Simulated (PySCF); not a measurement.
## How exact exchange moves a shielding

Molecule: SMILES O[SiH2]CCF, C2H7FOSi.

Cartesian coordinates in Å; atom numbers follow the order of the lines, from 1:
```xyz
12

O     1.639    0.945    1.134
Si    1.389   -0.178   -0.067
C    -0.396   -0.801   -0.010
C    -1.407    0.283   -0.306
F    -1.114    1.425    0.431
H     0.876    1.527    1.241
H     1.638    0.385   -1.434
H     2.328   -1.309    0.174
H    -0.576   -1.238    0.987
H    -0.516   -1.619   -0.742
H    -2.436   -0.015   -0.045
H    -1.386    0.567   -1.372
```

GIAO shieldings (ppm, equivalent atoms averaged) in PySCF 2.14 on the PBE0-D3(BJ)/def2-SVP geometry, basis pcSseg-2, gas phase, non-relativistic:

```tsv
functional	exact exchange (%)	σ(O1)	σ(Si2)	σ(C4)	σ(C3)
BLYP	0	282.3	325.7	81.5	150.8
BP86	0	286.6	333.8	86.9	156.3
PBE	0	286.3	334.0	86.7	156.1
B3LYP	20	290.4	340.4	88.7	156.7
PBE0	25	295.8	352.5	95.2	162.9
BHandHLYP	50	299.4	362.2	97.9	163.7
HF	100	311.4	402.0	112.0	173.9
```

(1) Fit each shielding as a line in the percentage of exact exchange.

(2) What does the line predict for mPW1PW91 (25 %), and what does the run give?

Results:

(1) σ(O1) = 285.8 + 0.26 x (rms 1.9 ppm); σ(Si2) = 330.6 + 0.70 x (rms 3.7 ppm); σ(C4) = 85.2 + 0.27 x (rms 2.2 ppm); σ(C3) = 154.7 + 0.19 x (rms 2.2 ppm). The functionals also differ in their semilocal parts, which the line can't hold; Hartree–Fock has no correlation at all.

(2) σ(O1): 292.3 predicted, 295.7 computed; σ(Si2): 348.1 predicted, 351.9 computed; σ(C4): 92.0 predicted, 94.7 computed; σ(C3): 159.4 predicted, 162.5 computed ppm.
